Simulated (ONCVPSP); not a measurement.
## Pseudopotential generation for Ag (Z = 47): ONCV, BLYP, scalar-relativistic.

ONCVPSP 4.0.1 input, shortened (lines: element, Z, core and valence counts, functional; n l f; lmax; l rc ep ncon nbas qcut; lloc lpopt rc5 dvloc0; l nproj debl; icmod fcfact rcfact), BLYP, scalar-relativistic:

```
  Ag 47.00    7    3  -106131      upf
    1    0    2.00
    2    0    2.00
    2    1    6.00
    3    0    2.00
    3    1    6.00
    3    2   10.00
    4    0    2.00
    4    1    6.00
    4    2   10.00
    5    0    1.00
    2
    0    2.65    0.00    4    8    2.20
    1    1.15    0.00    4    7    7.60
    2    1.20    0.00    3    6    6.80
    4    5    0.85    0.00
    0    2    1.70
    1    2    1.30
    2    2    2.20
    3    3.50    1.35
```

In the p channel the program set the typed energies aside and used -2.148, 0.250 Ha.

All-electron outer shells of the reference configuration (BLYP, scalar-relativistic, ld1.x):

```csv
shell,level (eV),outermost node (bohr),outermost maximum (bohr)
4s,-94.96,0.44,0.82
4p,-58.45,0.44,0.87
4d,-7.33,0.43,1.04
5s,-4.45,1.11,2.49
```

Question: Estimate the cutoffs (Ha) at which the residual kinetic energy of the hardest occupied pseudo-wave falls to 1 and 0.1 mHa per electron.

Answer: 82 Ha and 120 Ha.

Question: What does a ghost test show?

Answer: Ghosts flagged at negative energy: s at -249.7 eV; GHOST(+) flagged for s at 57.6 eV. A true bound ghost makes a file unfit for plane-wave use.

Its largest configuration-test error is -54 meV (4p6 4d8 5s0). 1 of 4 tests not solved or not reliable.
